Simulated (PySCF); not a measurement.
Constitutional and geometric isomers with formula H2Cl2Si2. Gas-phase values, no solvent. Strings in code marks are SMILES.

Computed with PBE-D3(BJ)/def2-TZVP // PBE0-D3(BJ)/def2-TZVP (PySCF). Excitations are Tamm–Dancoff values on a coarser integration grid. The basis has no diffuse functions, so Rydberg states are missing or too high.

| species | HOMO–LUMO gap (eV) | T1 excitation (TDA) (eV) | brightest of the four lowest singlets (TDA) (eV) | LUMO (eV) |
|---|---|---|---|---|
| `Cl/[SiH]=[SiH]/Cl` | ___ | ___ | 3.93 | -3.45 |
| `[SiH](=[SiH]/Cl)/Cl` | 2.13 | 1.40 | 4.09 | -3.41 |
| `[Si](=[SiH2])(Cl)Cl` | 2.29 | ___ | 3.91 | -3.39 |

**Question.** What belongs in the gaps?

**Answer.** 
- `Cl/[SiH]=[SiH]/Cl`, HOMO–LUMO gap (eV): 2.06
- `Cl/[SiH]=[SiH]/Cl`, T1 excitation (TDA) (eV): 1.34
- `[Si](=[SiH2])(Cl)Cl`, T1 excitation (TDA) (eV): 1.58
